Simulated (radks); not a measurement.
Numerical settings for neutral gallium, [Ar] 3d10 4s2 4p1. All-electron calculation, scalar-relativistic Kohn-Sham, LDA (Slater exchange, Perdew-Wang correlation), spin-unpolarised, spherical densities, point nucleus. Program: a radial shooting solver on a logarithmic mesh with Libxc functionals. The defaults (mesh step 0.008 in ln r, mesh end at 40 bohr or more with all orbitals vanishing there, Anderson mixing 0.5 over 9 steps, residual threshold near 1e-9 with the energy settled to 1e-9 hartree or 1e-11 of itself, here a cap of 85 iterations) give E = -1941.1220 hartree and 4p at -2.733 eV in 15 iterations. Run on one thread of a shared host, so times are rough (Arm Neoverse N1): 0.14 s of CPU time, 0.14 s wall, 15 iterations on 2669 mesh points. Changes against that run (0 stands for a change within the tolerance of the run):

setting                     iterations         converged  E (mhartree)  e(4p) (meV)  CPU (s)
mesh step in ln r 0.005             15               yes             0            0     0.22
mesh step in ln r 0.02              15               yes             0            0     0.07
mesh step in ln r 0.012             15               yes             0            0      0.1
mesh end (bohr) 5                   14  level above zero         +96.1    +3.19e+03      0.1
mesh end (bohr) 400                 15               yes             0            0     0.14
residual threshold 1e-13            25               yes             0            0     0.18
residual threshold 0.1              11               yes             0            0     0.12
mixing 2.5                          18               yes             0            0     0.17
linear mixing, mixing 1             85                no     +6.24e+04    -3.78e+05        2
linear mixing, mixing 0.05          85                no        +0.283        -17.5     0.62
mixing history 2                    25               yes             0            0      0.2
iteration cap 5                      5                no         +9.45         +220     0.06

Settled on a wrong energy, with an occupied level pushed above zero by the early mesh end: mesh end (bohr) 5 (+0.0961 hartree). Apart from these: no run marked as converged misses the energy by more than 1 mhartree. A mesh that ends early acts as a hard wall.
